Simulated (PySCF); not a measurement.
## Working out the ionisation energy of As

As [Ar] 3d10 4s2 4p3 (4S) → As⁺ [Ar] 3d10 4s2 4p2 (3P). Calculation: PySCF 2.14, in x2c-TZVPall (6s5p4d1f, 48 functions); the spin-free X2C one-electron Hamiltonian (Gaussian nucleus). Frozen: [Ar] 3d10. Energies in hartree (1 hartree = 27.21139 eV):

| part | As (lower) | As⁺ (upper) |
| --- | --- | --- |
| UHF | -2259.010127 | -2258.663367 |
| CCSD correlation | -0.084020 | -0.067720 |
| (T) | -0.002696 | -0.001576 |

Task: What does Hartree-Fock give?

Result: (-2258.663367) − (-2259.010127) = 0.346760 hartree = 9.436 eV.

Task: What do CCSD and CCSD(T) give?

Result: The CCSD correlation energies differ by 0.016300 hartree = 0.444 eV and the triples by 0.001120 hartree = 0.030 eV, so CCSD gives 9.880 eV and CCSD(T) 9.910 eV.

Measured between the centres of the two terms (NIST): 10.008 eV, so CCSD(T) (valence) is off by -0.098 eV.

What remains against the reference includes basis incompleteness, the frozen core and higher excitations.
